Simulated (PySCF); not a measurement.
Fractional electron number in Si⁺ (silicon, charge +1)

The 3p alpha orbital of [Ne] 3s2 3p1 is emptied in steps (occupation f), with all orbitals relaxed, ending at [Ne] 3s2. Calculation: PySCF 2.14, in jorge-DZP-DKH (7s4p1d, 24 functions); the spin-free X2C one-electron Hamiltonian (Gaussian nucleus). The exact energy is a straight line in f; departures are measured from the line between the end points of the same method.

```json
{"f": "1", "UHF (eV)": "0.000", "LDA (eV)": "0.000", "PBE (eV)": "0.000", "PBE0 (eV)": "0.000", "r2SCAN (eV)": "0.000", "LC-wPBE (eV)": "0.000", "BHandHLYP (eV)": "0.000", "wB97X (eV)": "0.000", "TPSS (eV)": "0.000", "BLYP (eV)": "0.000"}
{"f": "0.8", "UHF (eV)": "0.055", "LDA (eV)": "-0.687", "PBE (eV)": "-0.674", "PBE0 (eV)": "-0.494", "r2SCAN (eV)": "-0.626", "LC-wPBE (eV)": "-0.072", "BHandHLYP (eV)": "-0.325", "wB97X (eV)": "-0.116", "TPSS (eV)": "-0.650", "BLYP (eV)": "-0.685"}
{"f": "0.6", "UHF (eV)": "0.082", "LDA (eV)": "-1.034", "PBE (eV)": "-1.010", "PBE0 (eV)": "-0.738", "r2SCAN (eV)": "-0.931", "LC-wPBE (eV)": "-0.104", "BHandHLYP (eV)": "-0.486", "wB97X (eV)": "-0.170", "TPSS (eV)": "-0.973", "BLYP (eV)": "-1.028"}
{"f": "0.4", "UHF (eV)": "0.081", "LDA (eV)": "-1.036", "PBE (eV)": "-1.007", "PBE0 (eV)": "-0.733", "r2SCAN (eV)": "-0.921", "LC-wPBE (eV)": "-0.098", "BHandHLYP (eV)": "-0.483", "wB97X (eV)": "-0.167", "TPSS (eV)": "-0.968", "BLYP (eV)": "-1.027"}
{"f": "0.2", "UHF (eV)": "0.053", "LDA (eV)": "-0.691", "PBE (eV)": "-0.666", "PBE0 (eV)": "-0.484", "r2SCAN (eV)": "-0.606", "LC-wPBE (eV)": "-0.060", "BHandHLYP (eV)": "-0.320", "wB97X (eV)": "-0.109", "TPSS (eV)": "-0.639", "BLYP (eV)": "-0.682"}
{"f": "0", "UHF (eV)": "0.000", "LDA (eV)": "0.000", "PBE (eV)": "0.000", "PBE0 (eV)": "0.000", "r2SCAN (eV)": "0.000", "LC-wPBE (eV)": "0.000", "BHandHLYP (eV)": "0.000", "wB97X (eV)": "0.000", "TPSS (eV)": "0.000", "BLYP (eV)": "0.000"}
```

Q: For PBE0, how does the orbital energy at f = 1 compare with the removal energy?

A: −ε = 13.317 eV against a total-energy difference of 16.408 eV. By Janak's theorem ε = ∂E/∂f, so the gap between them reflects the curvature. Along the path −ε is 14.563 (f = 0.8), 15.811 (f = 0.6), 17.048 (f = 0.4), 18.253 (f = 0.2) eV.

| method | E(f=0) − E(f=1) (eV) | −ε at f=1 (eV) | −ε at f=0.4 (eV) |
| --- | --- | --- | --- |
| UHF | 15.789 | 16.139 | 15.716 |
| LDA | 16.348 | 12.072 | 17.205 |
| PBE | 16.393 | 12.188 | 17.256 |
| PBE0 | 16.408 | 13.317 | 17.048 |
| r2SCAN | 16.487 | 12.550 | 17.308 |
| LC-wPBE | 16.546 | 16.081 | 16.661 |
| BHandHLYP | 16.255 | 14.222 | 16.671 |
| wB97X | 16.270 | 15.536 | 16.427 |
| TPSS | 16.492 | 12.423 | 17.332 |
| BLYP | 16.236 | 11.965 | 17.105 |

Reference removal energy between the ground levels: 16.346 eV (measured; NIST Atomic Spectra Database, ionization energies). The calculation has no spin-orbit coupling. UHF lacks correlation.
